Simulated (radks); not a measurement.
Question: These are the eigenvalues of the occupied orbitals of an atom or ion with whole-number occupations (hartree). All-electron calculation, Dirac Kohn-Sham, PBEsol, spin-unpolarised, spherical densities, point nucleus. Program: a radial shooting solver on a logarithmic mesh with Libxc functionals.

orbital  eigenvalue
1s1/2     -974.0019
2s1/2     -144.8457
2p1/2     -134.8852
2p3/2     -127.8181
3s1/2     -27.25168
3p1/2     -23.26012
3p3/2     -21.99805
3d3/2     -14.92835
3d5/2     -14.67179
4s1/2      -4.21109
4p1/2      -2.93104
4p3/2      -2.71630
4d3/2      -0.76972
4d5/2      -0.74375
5s1/2      -0.48057

Which element is it, and in what charge state? The configuration may be excited. Open shells, if any, fill j = l - 1/2 first.

Answer: Z = 48, cadmium, charge +1: Cd+ in [Kr] 4d10 5s1. The list shows which subshells hold electrons but not how many an open one holds; the 1s level, -974 hartree, gives Z - s = 44.1 by -(Z - s)^2/2, which with screening and relativity narrows Z to a few neighbours, and the depths of the outer levels then fix element, charge and occupations together.
